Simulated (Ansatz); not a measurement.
Start from `CSC(C)C` and change one atom or group to get `C[CH](C)[SbH2]`.

Ansatz, PBE0-D4/def2-TZVP geometries, multiplicity 1. Each molecule was computed in one conformer, which needn't be the lowest.

Elements past krypton have def2 core potentials.

| property | `CSC(C)C` |
| --- | --- |
| HOMO–LUMO gap (ωB97M-V/def2-TZVPP) / eV | 10.93 |
| HOMO–LUMO gap (B3LYP/def2-TZVPP) / eV | 6.63 |
| HOMO energy (ωB97M-V/def2-TZVPP) / eV | -8.43 |
| HOMO energy (PBE0/def2-TZVPP) / eV | -6.19 |
| HOMO energy (B3LYP/def2-TZVPP) / eV | -5.97 |
| size of the dipole moment (ωB97M-V/def2-TZVPP) / D | 1.54 |

Task: Give the same properties after the change, and the shifts. (An estimate is asked.)

Result: Computed: 
```
                                          property  `C[CH](C)[SbH2]`  shift
           HOMO–LUMO gap (ωB97M-V/def2-TZVPP) / eV             10.25  -0.68
             HOMO–LUMO gap (B3LYP/def2-TZVPP) / eV              6.18  -0.45
             HOMO energy (ωB97M-V/def2-TZVPP) / eV             -8.87  -0.44
                HOMO energy (PBE0/def2-TZVPP) / eV             -6.79  -0.60
               HOMO energy (B3LYP/def2-TZVPP) / eV             -6.63  -0.66
size of the dipole moment (ωB97M-V/def2-TZVPP) / D              0.94  -0.60
```

With PBE0 the HOMO falls by 0.60 eV and the LUMO falls by 1.19 eV, so the gap narrows by about 0.59 eV. PBE moves the HOMO by -0.83 eV and ωB97M-V by -0.44 eV. The zero-point energy changes by -67.7 kJ/mol with -6 modes. Dipoles are sizes alone; their direction can turn.

B3LYP here is the variant with VWN-RPA as its local correlation; programs differ in this.

Spin–orbit coupling is left out; it splits and shifts lone-pair levels of the heavy atoms by tenths of an eV.
